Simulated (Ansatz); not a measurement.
Coupled-cluster diagnostics for the cluster NiO2, Ansatz.

Geometry of the singlet (r2SCAN-D4/def2-TZVP):

```xyz
3

Ni   -0.886    0.172    0.609
O     0.753    0.457   -0.007
O     0.133   -0.630   -0.602
```

Correlated methods freeze 7 core orbitals; core or outer-core shells of Ni are correlated, in sets that lack core-valence functions. The structure holds 1 bond(s) between oxygen atoms. No other spin state of charge 0 was run. The geometry of the singlet was relaxed on an unsound state (restricted singlet, unstable towards broken spin symmetry at other levels and untested here). Another isomer (triplet) lies 0.48 eV lower at PBE0-D4/def2-TZVP; other spin states weren't run for this one.

(1) Estimate the CCSD(T) correlation energy, the shares of MP2 and (T), T1 and the reference's ⟨S²⟩ for: charge 0, singlet, own geometry in def2-TZVPP; and the rough time on 4 threads of INTEL XEON PLATINUM 8581C on a shared host.

Results:

(1) 
| state | basis | correlation (eV) | MP2 share (%) | (T) share (%) | T1 | ⟨S²⟩ (pure) | wall time | remarks |
| --- | --- | --- | --- | --- | --- | --- | --- | --- |
| charge 0, singlet, own geometry | def2-TZVPP | -35.371 | 99.2 | 5.1 | 0.071 | 0.00 (0.00) | 12 s | flagged by the program, large T1 (0.071), restricted SCF unstable |
Customary marks for T1 are 0.02 (closed shells), 0.045 (open shells) and about 0.05 (3d metals). T1 exceeds 0.02 in 1 of 1 rows and 0.045 in 1; the higher it lies, the less the single-reference result can be trusted.
